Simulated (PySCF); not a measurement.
Isomers of C7H5F3, one GFN2-xTB conformer each. Single-point energies are computed at PBE0/pcSseg-1 (PySCF, gas phase, no added dispersion term), electronic only.

Task: Rank them by PBE0/pcSseg-1 energy, lowest first (kJ/mol).
A. `[F:1][C:2]1=[CH:3][C@@H:4]2[C:5]([CH:6]([F:7])[F:8])=[CH:9][C@H:10]12` with C4–C5–C6–F7 58°
B. `C=C1C(C(C(F)(F)F)=C1)=C`
C. `FC(F)(F)c1ccccc1` (benzotrifluoride)

Result: C (0.0), B (276.8), A (366.6).

As drawn, the lowest has an aromatic ring, which the highest lacks; the highest has a four-membered ring and a C=C bond outside aromatic rings, which the lowest lacks. GFN2-xTB itself gives, in the same order: 0.0, 256.0, 274.1. Both levels put the same isomer lowest; measured from each level's own lowest isomer, the values differ by up to 92.5 kJ/mol (FC1=C[C@@H]2C(C(F)F)=C[C@H]12: 274.1 against 366.6).

Task: Which frontier levels, dipoles and rotational constants go with these structures?

Result: 
```
                       SMILES  HOMO (eV, PBE0/pcSseg-1)  LUMO (eV)  dipole (D)       A, B, C (MHz)
             FC(F)(F)c1ccccc1                     -7.95      -1.01        2.95  2875, 947.6, 813.4
        C=C1C=C(C(F)(F)F)C1=C                     -7.40      -1.73        2.61  2590, 912.6, 764.6
FC1=C[C@@H]2C(C(F)F)=C[C@H]12                     -7.35      -0.97        1.79  3242, 774.6, 728.0
```
